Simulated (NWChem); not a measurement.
Species: C$_{2}$H$_{7}$NSe; SMILES CN(C)[SeH]

```xyz
11

Se     0.0412     0.9787     0.0000
H     -1.3747     1.3984     0.0000
N     -0.3083    -0.8462     0.0000
C      0.0883    -1.5308    -1.2103
C      0.0883    -1.5308     1.2103
H     -0.3403    -2.5481    -1.1985
H      1.1870    -1.6350    -1.3369
H     -0.3098    -1.0073    -2.0902
H      1.1870    -1.6350     1.3369
H     -0.3403    -2.5481     1.1985
H     -0.3098    -1.0073     2.0902
```
Atoms are numbered in this order, from 1.

All runs: NWChem. Pople sets run with spherical d functions. Medium grid unless said otherwise, to which SCAN and Minnesota functionals are sensitive. The geometry was optimised at PBE0/def2-SVP.

### Question
Order these by “orbital gap (eV)”, lowest first: M06-2X/6-31G*; PBE/6-31G*; r2SCAN0/6-31G*; MPW1K/6-31G*; B3LYP/6-31G*.

### Answer
PBE/6-31G* (3.86), B3LYP/6-31G* (5.75), r2SCAN0/6-31G* (6.55), MPW1K/6-31G* (7.95), M06-2X/6-31G* (8.43)
